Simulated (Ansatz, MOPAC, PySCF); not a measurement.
Molecule: aminoborane, BNH$_{4}$, charge 0, multiplicity 1. SMILES: BN
Geometry: optimised at B3LYP-D3(BJ)/def2-TZVP (Ansatz, a quantum-chemistry and plane-wave program).

Wanted: size of the dipole moment, in D. Terms: no dispersion term unless named; spin-orbit terms left out; six Cartesian d functions in 6-31G* and its kin unless marked 5d; 6-311+G** with 5d; non-relativistic; LANL2DZ all-electron up to Ne. First-principles rows: single points at B3LYP-D3(BJ) geometries (Ansatz). Semi-empirical rows: dipoles at the shared geometry.

| level | program | size of the dipole moment (D) |
|---|---|---|
| PM6 | MOPAC | 2.15 |
| B3LYP/3-21G | Ansatz | 2.40 |
| B3LYP/LANL2DZ | Ansatz | 2.19 |
| B3LYP/6-31G* | Ansatz | 2.13 |
| PBE0/6-311+G** | Ansatz | 1.93 |
| M06-2X/6-311+G** | PySCF | 1.81 |

No value to compare with is used here. The 6 habitual levels span 1.81 (M06-2X/6-311+G**) to 2.40 D (B3LYP/3-21G).

The levels are drawn from those run, B3LYP/6-31G* more often than the rest, none by its result; runs whose electronic state is in doubt are left out.
